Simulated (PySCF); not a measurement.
**Core-level binding energies of `C[SiH2]C#N`**

Species: C2H5NSi.
Bonds: C1–Si2, Si2–C3, C3–N4 (triple). Hydrogens: H5, H6, H7 on C1; H8, H9 on Si2.

Theory: PySCF 2.14.0, delta-SCF UKS SCAN, pcX-2 on the ionised atom, pcseg-1 elsewhere, spin-free X2C. Binding energies are ΔSCF values: E(core-ionised, relaxed orbitals) − E(ground state) at a fixed geometry, referred to the vacuum level.

**Question.** List the computed XPS lines with their assignment.

**Answer.** 
| atom(s) | bonded to | level | binding energy (eV) | 2p1/2 (eV) | above the level's lowest (eV) | count |
| --- | --- | --- | --- | --- | --- | --- |
| Si2 | 2 C and 2 H | Si 1s | 1847.67 | – | 0.00 | 1 |
| N4 | C (triple bond) | N 1s | 405.26 | – | 0.00 | 1 |
| C3 | N (triple bond) and Si | C 1s | 291.81 | – | +0.80 | 1 |
| C1 | 3 H and Si | C 1s | 291.01 | – | 0.00 | 1 |
| Si2 | 2 C and 2 H | Si 2p3/2 | 107.84 | 108.47 | 0.00 | 1 |

Lowest listed C 1s: C1, bonded to 3 H and Si. Highest, 0.80 eV above it: C3, bonded to N (triple bond) and Si. Summing the Pauling electronegativity differences to the bonded atoms, each weighted by its formal bond order, gives -1.70 for the lowest site and +0.82 for the highest.

**Question.** Which photon energy gives electrons from C 1s of C3 a kinetic energy of 100 eV, and what is their de Broglie wavelength?

**Answer.** hν = 291.81 + 100 = 391.81 eV, recoil neglected; λ = 12.264 Å/√(E/eV) = 1.23 Å.

**Question.** Which effective nuclear charge Zeff reproduces each element's mean 1s value in the hydrogen-like formula E = 13.606 eV × Zeff²?

**Answer.** C (Z = 6): mean 291.4 eV, Zeff = 4.63, Z − Zeff = 1.37; N (Z = 7): mean 405.3 eV, Zeff = 5.46, Z − Zeff = 1.54; Si (Z = 14): mean 1847.7 eV, Zeff = 11.65, Z − Zeff = 2.35. Means run over the listed sites, weighted by atom count.

Spin–orbit coupling isn't in the SCF: each 2p doublet comes from a relaxed spin-free hole plus a matrix of the shell (mean-field spin–orbit coupling and the ground-state 2p splitting), with 2p3/2 averaged over its two sublevels. 2p1/2 minus 2p3/2 (ligand field included): Si 0.62 eV. Isolated species at its PBE0-D3(BJ)/def2-SVP geometry, gas phase.
